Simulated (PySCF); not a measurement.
# From computed data to an observable: entropy of an ideal gas

C4H3N2, SMILES [c]1cncnc1, multiplicity 2.

Geometry: PBE-D3(BJ)/def2-SVP. The isomer is the one that the SMILES or the coordinates give; other isomers of the formula were not compared.

PBE-D3(BJ)/def2-SVP in PySCF gives the harmonic wavenumbers 355, 376, 520, 672, 688, 859, 933, 953, 962, 1058, 1104, 1150, 1268, 1292, 1376, 1396, 1481, 1568, 3083, 3091, 3094 cm⁻¹ and the rotational temperatures 0.3297, 0.2838, 0.1525 K. The molar mass is 79.08 g/mol, the symmetry number 2, the spin multiplicity 2.

Work out the entropy at 298.15 K and 1 atm in the rigid-rotor, harmonic-oscillator model.


Translation (Sackur–Tetrode at 1 atm): S = R[1.5 ln M + 2.5 ln T − 1.16487] = 163.3 J/(mol K).
Rotation: q = (√π/σ) T^1.5/√(θA θB θC) = 38200, S = R[ln q + 3/2] = 100.2 J/(mol K).
Vibration: with u = 1.4388 ν/T, each mode gives R[u/(e^u − 1) − ln(1 − e^−u)]:
| ν (cm⁻¹) | modes | u | S (J/(mol K)) |
|---|---|---|---|
| 355 | 1 | 1.71 | 4.79 |
| 376 | 1 | 1.81 | 4.42 |
| 520 | 1 | 2.51 | 2.55 |
| 672 | 1 | 3.24 | 1.43 |
| 688 | 1 | 3.32 | 1.34 |
| 859 | 1 | 4.15 | 0.69 |
| 933 | 1 | 4.50 | 0.51 |
| 953 | 1 | 4.60 | 0.47 |
| 962 | 1 | 4.64 | 0.46 |
| 1058 | 1 | 5.11 | 0.31 |
| 1104 | 1 | 5.33 | 0.26 |
| 1150 | 1 | 5.55 | 0.21 |
| 1268 | 1 | 6.12 | 0.13 |
| 1292 | 1 | 6.23 | 0.12 |
| 1376 | 1 | 6.64 | 0.08 |
| 1396 | 1 | 6.74 | 0.08 |
| 1481 | 1 | 7.15 | 0.05 |
| 1568 | 1 | 7.57 | 0.04 |
The stiffer modes add less than 0.005 each. Sum 17.9 J/(mol K).
Spin: R ln 2 = 5.8 J/(mol K).
Total 287.1 J/(mol K); the program's own thermochemistry gives 287.1. Translation makes up 57 % and vibration 6 %. Anharmonicity, hindered rotation and orbital degeneracy are left out.
